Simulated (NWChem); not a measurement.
Molecule: SiH$_{3}$TeOCl; SMILES [SiH3]O[Te]Cl

```xyz
7

Te    -0.6412     0.5504    -0.0442
Cl     1.5453     1.4571     0.0370
O     -0.2703    -1.2543     0.6722
Si     0.5045    -2.4853    -0.1772
H     -0.1532    -2.7006    -1.5021
H      0.3789    -3.7064     0.6659
H      1.9431    -2.1537    -0.3931
```
Atoms are numbered in this order, from 1.

The geometry was optimised at PBE0/def2-SVP. Not confirmed as a minimum by frequencies. def2 effective core potentials on Te; no spin-orbit coupling.

**Question.** List the 4 lowest vertical singlet excitations from CAM-B3LYP/def2-SVPD with def2 effective core potentials on Te, TDA (NWChem).

**Answer.** 
```csv
state,energy (eV),oscillator strength,leading excitation (squared amplitude)
S1,2.42,0.000,HOMO → LUMO (0.96)
S2,3.03,0.001,HOMO → LUMO+1 (0.95)
S3,5.39,0.006,HOMO−2 → LUMO (0.67)
S4,5.60,0.006,HOMO−4 → LUMO (0.43)
```
